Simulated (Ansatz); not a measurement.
A rate constant, worked out

An elementary step of SnNH$_{5}$S, singlet (SnNH₅S ([NH2][SnH2][SH]) → SnH₂S ([S][SnH2]) + NH₃ (still joined by a long Sn–N bond); Sn–N, S–H broken or loosened, N–H formed or tightened). The start structure is the reactant molecule, and the electronic barrier above it is 0.918 eV by CCSD(T) at an estimated basis limit (MP2 extrapolated from triple and quadruple zeta, plus CCSD(T) − MP2 in triple zeta). Ansatz 0.2.0; basis: def2-TZVPP and def2-QZVPP; cores frozen in the correlated methods. Filled d shells of the heavier atoms are correlated. Core potentials replace the inner electrons of the atoms past krypton. The def2 sets are not built for correlating such inner shells, so the correlated values are less sure here. Extrapolation: Hartree–Fock as exp(−7.88 √X), correlation as X^−2.97. Harmonic wavenumbers at PBE0-D4/def2-TZVP (Ansatz 0.2.0), in cm⁻¹:

Start: 113, 122, 212, 359, 399, 479, 542, 606, 632, 703, 722, 863, 1562, 1925, 1951, 2711, 3543, 3643.

Saddle: 1305i, 274, 340, 390, 435, 445, 555, 601, 711, 766, 787, 1176, 1477, 1579, 1926, 1932, 3508, 3616.

Question: Work out the transition-state-theory rate constant at 900 K from these numbers alone (harmonic vibrations; rotation, path degeneracy and anharmonicity left out), and the Wigner tunnelling factor. Use 1 cm⁻¹ = 1.2398 × 10⁻⁴ eV and k_B = 8.617 × 10⁻⁵ eV/K.

Answer: Zero-point energies, half the sums: start 21087/2 cm⁻¹ = 1.3072 eV; saddle, real modes only, 20518/2 cm⁻¹ = 1.2720 eV.
Barrier with zero-point energy: 0.918 + 1.2720 − 1.3072 = 0.8828 eV.
k_BT = 0.07756 eV, so the barrier is 11.38 k_BT.
Vibrational partition functions from the zero-point level, ln q = −Σ ln(1 − exp(−hν/k_BT)): start 9.718, saddle 6.571.
k = (k_BT/h) exp(ln q‡ − ln q) exp(−E0/k_BT), with log₁₀(k_BT/h in s⁻¹) = 13.27: log₁₀ k = 13.27 + (-3.147 − 11.38)/2.3026 = 6.96, so k ≈ 9 × 10^(6) s⁻¹.
Wigner factor: 1 + (hν‡/k_BT)²/24 = 1 + (2.09)²/24 = 1.18. A change of 1 kcal/mol (0.043 eV) in the barrier would change k by a factor of 1.7 at this temperature.

The T1 diagnostic stays at or below 0.015.

Labels in which every atom is bracketed show which atoms are joined, not bond orders.

For scale, one of the runs: CCSD(T)/def2-TZVPP, 193 basis functions, launched by `ansatz run in.yaml --threads 4 --pin off --events-out ev --progress --plain --max-ram 9574MiB`. The run took 64 s on 4 CPU threads of an Intel Xeon (shared host), with 2.4 GiB of host memory at its peak.
